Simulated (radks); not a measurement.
Values are calculated unless marked as measured or tabulated.
Task: Ionisation of La55+, [He], to La56+, 1s1, under several functionals. Dirac Kohn-Sham, spin-unpolarised, spherical densities, finite nucleus; a radial shooting solver on a logarithmic mesh with Libxc functionals. Known Delta-SCF values: B86b exchange with PBE correlation 45348 eV. What does OLYP give, and what is its highest occupied eigenvalue?

Result: 45346 eV by Delta-SCF; the 1s1/2 eigenvalue is -44885 eV. NIST: 45145.0 eV (theoretical).

Beside tabulated values, note that spin-unpolarised runs miss the spin-polarisation part of the exchange energy of open shells.
